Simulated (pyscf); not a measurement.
HO–Mo(F)(F)(F)(F)–SH, singlet

Gas-phase minimum from PySCF at ωB97X-D3(BJ)/def2-SVP, one conformer. 

```
Mo
O 1 1.7999
H 2 0.9668 1 148.16
F 1 1.8335 2 162.87 3 0.92
F 1 1.8373 2 92.34 3 96.64
F 1 1.8376 2 92.34 3 -94.55
F 1 1.8530 2 104.54 3 -178.95
S 1 2.3503 2 81.28 3 1.02
H 8 1.3459 1 97.91 2 -179.85
```

Properties at ωB97X-D3(BJ)/def2-SVP:

```json
{
  "harmonic_wavenumbers_unscaled": "73, 83, 138, 186, 250, 265, 292, 303, 326, 359, 393, 435, 595, 631, 694, 721, 732, 755, 843, 2779, 3894 cm⁻¹",
  "zero_point_energy": "21.1 kcal/mol",
  "rotational_symmetry_number": "1",
  "Entropy of this conformer at 298 K and 1 atm, rigid rotor and harmonic oscillator, modes under 100 cm⁻¹ raised to 100": "399.7 J/(mol K)",
  "dipole_moment": "3.81 D"
}
```

Single-point totals, which compare only within one level:

```csv
level,total energy (hartree)
ωB97X-D3(BJ)/def2-TZVP,-942.66193
PBE/def2-TZVP,-942.06048
r²SCAN/def2-TZVP,-942.46347
B3LYP-D3(BJ)/def2-TZVP,-942.67252
PBE0-D3(BJ)/def2-TZVP,-942.00372
M06-2X/def2-TZVP,-942.26668
ωB97M-D3(BJ)/def2-TZVP,-942.67283
```

Soft torsions are taken as harmonic, which can shift the entropy by several J/(mol K). Elements past Kr carry the def2 core potentials, without spin-orbit coupling.
